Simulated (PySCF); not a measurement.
Isomers of C3H8FNSi.

All values: PBE0/6-311+G(2d,p) (PySCF) at PBE0-D3(BJ)/def2-SVP geometries, gas phase, one conformer each.

Question: Rank by the highest Hirshfeld charge on any atom, highest value first.
A. `[F:1][CH2:2][CH2:3]/[CH:4]=[N:5]/[SiH3:6]` with F1–C2–C3–C4 -179°, C2–C3–C4–N5 0°
B. `[CH2:1]=[C:2]([F:3])[SiH2:4][NH:5][CH3:6]` with C1–C2–Si4–N5 -136°, C2–Si4–N5–C6 177°
C. `[CH2:1]=[N:2][Si@H:3]([F:4])[CH2:5][CH3:6]` with C1–N2–Si3–F4 -121°, N2–Si3–C5–C6 -64°

Answer: C (+0.464 e), B (+0.360 e), A (+0.349 e).

Question: Rank by LUMO energy, highest first.
A. `[CH2:1]=[N:2][Si@H:3]([F:4])[CH2:5][CH3:6]` with C1–N2–Si3–F4 -121°, N2–Si3–C5–C6 -64°
B. `[F:1][CH2:2][CH2:3]/[CH:4]=[N:5]/[SiH3:6]` with F1–C2–C3–C4 -179°, C2–C3–C4–N5 0°
C. `[CH2:1]=[C:2]([F:3])[SiH2:4][NH:5][CH3:6]` with C1–C2–Si4–N5 -136°, C2–Si4–N5–C6 177°
D. `[F:1][C@@H:2]1[CH2:3][NH:4][SiH2:5][CH2:6]1` with F1–C2–C3–N4 -80°, C2–C3–N4–Si5 -18°, C3–N4–Si5–C6 -4°, N4–Si5–C6–C2 24°

Answer: D (0.06 eV), C (-0.39 eV), B (-0.89 eV), A (-1.25 eV).

Question: Rank by the highest IAO charge on any atom, lowest value first.
A. `[CH2:1]=[C:2]([F:3])[SiH2:4][NH:5][CH3:6]` with C1–C2–Si4–N5 -136°, C2–Si4–N5–C6 177°
B. `[CH2:1]=[N:2][Si@H:3]([F:4])[CH2:5][CH3:6]` with C1–N2–Si3–F4 -121°, N2–Si3–C5–C6 -64°
C. `[F:1][CH2:2][CH2:3]/[CH:4]=[N:5]/[SiH3:6]` with F1–C2–C3–C4 -179°, C2–C3–C4–N5 0°

Answer: C (+0.742 e), A (+0.891 e), B (+1.328 e).

All values together:

```csv
SMILES,μ (D),HOMO (eV),LUMO (eV),lowest IAO charge (e),highest IAO charge (e),lowest Hirshfeld charge (e),highest Hirshfeld charge (e)
F[C@@H]1CN[SiH2]C1,1.96,-6.70,0.06,-0.699 (N),+0.886 (Si),-0.256 (N),+0.364 (Si)
C=N[Si@H](F)CC,2.64,-7.36,-1.25,-0.586 (C),+1.328 (Si),-0.246 (N),+0.464 (Si)
FCC/C=N/[SiH3],1.96,-7.38,-0.89,-0.562 (N),+0.742 (Si),-0.247 (N),+0.349 (Si)
C=C(F)[SiH2]NC,0.94,-6.84,-0.39,-0.691 (N),+0.891 (Si),-0.254 (N),+0.360 (Si)
```

Conformers: `[F:1][C@@H:2]1[CH2:3][NH:4][SiH2:5][CH2:6]1` with F1–C2–C3–N4 -80°, C2–C3–N4–Si5 -18°, C3–N4–Si5–C6 -4°, N4–Si5–C6–C2 24°; `[CH2:1]=[N:2][Si@H:3]([F:4])[CH2:5][CH3:6]` with C1–N2–Si3–F4 -121°, N2–Si3–C5–C6 -64°; `[F:1][CH2:2][CH2:3]/[CH:4]=[N:5]/[SiH3:6]` with F1–C2–C3–C4 -179°, C2–C3–C4–N5 0°; `[CH2:1]=[C:2]([F:3])[SiH2:4][NH:5][CH3:6]` with C1–C2–Si4–N5 -136°, C2–Si4–N5–C6 177°.
